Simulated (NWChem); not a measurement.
System: 1,3-disilacyclobutane (C₂H₈Si₂); SMILES C1[SiH2]C[SiH2]1

```xyz
12

C      1.3707     0.0000     0.1054
Si     0.0000     1.3277    -0.0362
C     -1.3707     0.0000     0.1054
Si     0.0000    -1.3277    -0.0362
H      1.8722     0.0000     1.0798
H      2.1391     0.0000    -0.6727
H      0.0000     2.3642     1.0363
H      0.0000     2.0177    -1.3573
H     -1.8722     0.0000     1.0798
H     -2.1391     0.0000    -0.6727
H      0.0000    -2.3642     1.0363
H      0.0000    -2.0177    -1.3573
```
Atoms are numbered in this order, from 1.

Computed with NWChem. Pople sets run with spherical d functions. The geometry was optimised at B3LYP/6-31G* (spherical d). Level: B3LYP/6-31G* with SMD (1 M gas to 1 M solution), gas-phase geometry. Reactions with the solvent are ignored.

Question: What does the run give for solvent water? Quantities: solvation free energy (kcal/mol); cavity-dispersion-structure term (kcal/mol); dipole in solution (D).

Answer: The solvation free energy (kcal/mol) is 2.6, the cavity-dispersion-structure term (kcal/mol) is 3.7 and the dipole in solution (D) comes out as 0.37.
